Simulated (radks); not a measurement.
The numbers below are computed, except where a source is named.
Problem. These are the eigenvalues of the occupied orbitals of an atom or ion with whole-number occupations (hartree). Code: a radial shooting solver on a logarithmic mesh with Libxc functionals. Model: scalar-relativistic Kohn-Sham, B86b exchange with PBE correlation, spin-unpolarised, spherical densities, point nucleus.

1s: -946.4020
2s: -229.1109

Which element is it, and in what charge state? The configuration may be excited.

Solution. Z = 44, ruthenium, charge +41: Ru41+ in [He] 2s1. The 1s level, -946.4 hartree, gives Z - s = 43.5 by -(Z - s)^2/2, which with screening and relativity narrows Z to a few neighbours, and the depths must fix Z and the occupations together.
